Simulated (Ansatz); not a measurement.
A CCSD(T) single point on C$_{4}$H$_{9}$ClFIn, SMILES `C[C](C)(C)[In]([F])[Cl]`.

```yaml
crystal:
  periodic: [false, false, false]
  atoms:
    - {symbol: C, position_ang: [0.413669, 0.639651, 1.365830]}
    - {symbol: C, position_ang: [0.019923, -0.088821, 0.088439]}
    - {symbol: C, position_ang: [1.101630, -1.069967, -0.331897]}
    - {symbol: C, position_ang: [-1.313696, -0.799258, 0.274589]}
    - {symbol: In, position_ang: [-0.241497, 1.405871, -1.473640]}
    - {symbol: F, position_ang: [-1.515850, 2.872213, -1.246848]}
    - {symbol: Cl, position_ang: [0.793217, 1.612261, -3.547940]}
    - {symbol: H, position_ang: [0.515009, -0.093123, 2.178196]}
    - {symbol: H, position_ang: [-0.337044, 1.369954, 1.676778]}
    - {symbol: H, position_ang: [1.374521, 1.152820, 1.274536]}
    - {symbol: H, position_ang: [0.848120, -1.599470, -1.253200]}
    - {symbol: H, position_ang: [1.229395, -1.824167, 0.456576]}
    - {symbol: H, position_ang: [2.069162, -0.584691, -0.479836]}
    - {symbol: H, position_ang: [-1.625667, -1.343419, -0.620692]}
    - {symbol: H, position_ang: [-1.215331, -1.537146, 1.082710]}
    - {symbol: H, position_ang: [-2.115561, -0.112697, 0.556380]}
basis:
  gaussian: {orbitals: def2-TZVPP}
correlation: {method: ccsd_t}
output: {orbitals: {seedname: orbitals}}
```

```sh
$ ansatz run in.yaml --threads 2 --pin off --events-out ev --progress --plain --backend cuda
```

The program prints (abridged):

```
Functional definition: HF
2380 factors; integrals over basis functions are off by at most 9.3e-4 eV
mean field evaluation 1: about -24621.6722 eV, gradient 5.1e1 eV
mean field evaluation 2: about -24621.8428 eV, gradient 5.1e1 eV
mean field evaluation 4: about -24627.8069 eV, gradient 5.5e0 eV
mean field evaluation 8: about -24627.9082 eV, gradient 3.3e-1 eV
mean field -24627.90896676 eV, -905.0589611322 hartree, gradient 9.6e-6 eV, S^2 0.000000; 0 other end points of the search recorded, 0 dependent functions left out
14 core orbitals not correlated: weight in the atoms' cores, before any rotation towards them, 1.000 or more for the frozen orbitals, at most 0.000 for the correlated occupied ones
reference -24627.90896676 eV, -905.0589611322 hartree; 26, 26 occupied and 333, 333 virtual orbitals, 2380 factors
second order -39.01365747 eV of doubles, -0.00000000 eV of singles
cycle   1  -39.22996362 eV  change   -2.2e-1 eV  update   1.4e-1
cycle   2  -40.08825858 eV  change   -8.6e-1 eV  update   4.4e-2
cycle   3  -40.30669541 eV  change   -2.2e-1 eV  update   2.5e-2
cycle   4  -40.30619395 eV  change    5.0e-4 eV  update   7.2e-3
cycle   5  -40.29631252 eV  change    9.9e-3 eV  update   3.2e-3
cycle   6  -40.29699334 eV  change   -6.8e-4 eV  update   1.1e-3
cycle   7  -40.29699796 eV  change   -4.6e-6 eV  update   3.5e-4
cycle   8  -40.29676066 eV  change    2.4e-4 eV  update   1.2e-4
cycle   9  -40.29676231 eV  change   -1.7e-6 eV  update   5.4e-5
perturbative correction -1.53402879 eV, -0.0563745183 hartree
Total energy: -24669.73975786 eV, -906.5962143513 hartree
```

Hardware: 2 threads of an AMD EPYC 7R13 on a shared host and a share of an NVIDIA H100 80 GB. Wall time 12 s, peak host memory 0.87 GiB.

Correlation energy per correlated electron: -0.804 eV. T1 diagnostic: 0.0130.
